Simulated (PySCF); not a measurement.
Electronic structure of Ni²⁺ (nickel, charge +2) at the UHF level

Configuration: [Ar] 3d8, high-spin 3F determinant. Computed with PySCF 2.14 in x2c-TZVPall, with the spin-free X2C one-electron Hamiltonian (Gaussian nucleus).

- Total energy: -1518.233252 hartree
- One-electron energy: -2089.1740 hartree
- Hartree (Coulomb) energy: 633.0852 hartree
- Exchange energy: -62.1444 hartree
- ⟨S²⟩: 2.0025
- ⟨L²⟩: 12.018
- Sum of ⟨r⟩: 15.65 bohr
- Sum of ⟨r²⟩: 15.35 bohr²
- Langevin diamagnetic susceptibility: -12.2 ×10⁻⁶ cm³/mol
- Time after the integrals: 0.33 s of wall time on 1 thread of Neoverse-N1 (shared host)

| shell | electrons | mean orbital energy (eV) | spread (eV) | rms radius, mean of both spins (bohr) |
| --- | --- | --- | --- | --- |
| 1s α | 1 | -8422.3 | 0 | 0.0624 |
| 1s β | 1 | -8422.3 | 0 | 0.0624 |
| 2s α | 1 | -1071.3 | 0 | 0.265 |
| 2s β | 1 | -1069.3 | 0 | 0.265 |
| 2p α | 3 | -920.62 | 0 | 0.238 |
| 2p β | 3 | -918.62 | 0 | 0.238 |
| 3s α | 1 | -158.13 | 0 | 0.796 |
| 3s β | 1 | -152.71 | 0 | 0.796 |
| 3p α | 3 | -112.66 | 0 | 0.848 |
| 3p β | 3 | -106.14 | 0 | 0.848 |
| 3d α | 5 | -39.356 | 1.462 | 1.08 |
| 3d β | 3 | -36.715 | 0 | 1.08 |

Densities and radii are taken from the X2C orbitals without a picture-change correction, which distorts them close to the nucleus.
